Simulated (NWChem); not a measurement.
InH$_{3}$O; SMILES [InH2][OH]

```xyz
5

In    -0.0053     0.2844     0.0000
H     -1.5847     0.9554     0.0000
H      1.5662     0.9979     0.0000
O     -0.0662    -1.7201     0.0000
H      0.8075    -2.1263     0.0000
```
Atoms are numbered in this order, from 1.

All runs: NWChem. Coordinates come from a PBE0/def2-SVP optimisation. def2 effective core potentials on In; no spin-orbit coupling.

Question: Taking TPSS/def2-QZVP as the yardstick, which of these has the fewest basis functions while keeping “highest occupied level (eV)” within 0.1 eV of it: TPSS/def2-SVPD; TPSS/def2-TZVP; TPSS/def2-SVP; TPSS/def2-TZVPP?

Answer: TPSS/def2-SVPD.
```json
[
 {"level": "TPSS/def2-SVP", "basis functions": "55", "highest occupied level (eV)": "-6.51", "relative time (rough)": "1"},
 {"level": "TPSS/def2-SVPD", "basis functions": "79", "highest occupied level (eV)": "-6.88", "relative time (rough)": "2"},
 {"level": "TPSS/def2-TZVP", "basis functions": "99", "highest occupied level (eV)": "-6.76", "relative time (rough)": "3"},
 {"level": "TPSS/def2-TZVPP", "basis functions": "123", "highest occupied level (eV)": "-6.77", "relative time (rough)": "6"},
 {"level": "TPSS/def2-QZVP", "basis functions": "229", "highest occupied level (eV)": "-6.83", "relative time (rough)": "20"}
]
```

The yardstick is one finite set, not the basis-set limit.
